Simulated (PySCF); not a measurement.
Vertical excitations of a molecule C4H6S from TDDFT-B3LYP/def2-SVPD (PySCF), as energy in eV (oscillator strength): 4.26 (0.000), 5.32 (0.170), 5.50 (0.002), 5.77 (0.004), 6.35 (0.012), 6.71 (0.000), 6.76 (0.001), 6.83 (0.001), 6.90 (0.121), 6.98 (0.002). Lowest triplet (TDA): 3.76 eV. Coordinates come from a B3LYP-D3(BJ)/def2-SVP optimisation. Other conformers were not sampled.

Task: Identify the compound among the candidates.
(A) C1=CSCC1
(B) C=C=CSC
(C) C=C1CCS1
(D) C#CCSC

Result: C, C=C1CCS1
